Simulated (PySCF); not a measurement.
B³⁺ (boron, charge +3) across methods

1s2, closed-shell 1S. Calculation: PySCF 2.14, in ANO-RCC-VTZP (4s3p2d1f, 30 functions); scalar relativity by spin-free X2C-1e.

```csv
method,E (hartree),mean ε 1s (eV),Σ⟨r²⟩ (bohr²),⟨S²⟩
PBE0,-22.0004,-238.61,0.2863,0.000
BHandHLYP,-22.0338,-246.34,0.2857,0.000
UHF,-21.99239,-259.72,0.2837,0.000
PBE,-21.9877,-231.30,0.2874,0.000
r2SCANh,-22.0388,-236.95,0.2850,0.000
wB97X,-22.0800,-240.07,0.2835,0.000
LDA,-21.7489,-229.11,0.2911,0.000
wB97X-V,-22.0447,-240.24,0.2856,0.000
r2SCAN,-22.0393,-234.36,0.2852,0.000
```
